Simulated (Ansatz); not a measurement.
Mulliken charges of `[CH3][Sn]([OH])([OH])[F]` from B3LYP/def2-TZVPP in Ansatz (PBE0-D4/def2-TZVP geometry).

```tsv
atom	x (Å)	y (Å)	z (Å)	charge (e)
C1	-1.525	-0.434	-0.589	-0.600
Sn2	0.317	0.220	0.192	1.358
O3	0.666	-0.624	1.908	-0.543
O4	1.886	-0.010	-0.943	-0.549
F5	0.323	2.122	0.484	-0.499
H6	-2.102	-0.892	0.213	0.153
H7	-2.059	0.423	-0.995	0.150
H8	-1.338	-1.162	-1.378	0.149
H9	1.573	-0.519	2.208	0.189
H10	2.341	0.823	-1.096	0.192
```

**Question.** By hand: the dipole of these point charges (1 e Å = 4.8032 D).

**Answer.** Σ q r = (-0.296, -0.342, -0.261) e Å, of length 0.522 e Å = 2.51 D.

**Question.** How does the dipole of the full density compare? (Estimate.)

**Answer.** The calculation gave: (-0.169, -0.176, -0.239) e Å, 1.64 D; the point charges give 1.53 times that, at 15° from its direction.

Point charges leave out the atoms' own dipoles, such as those of lone pairs, and Mulliken's split depends on the basis, so the two needn't agree.

B3LYP here is the variant with VWN-RPA as its local correlation; programs differ in this.
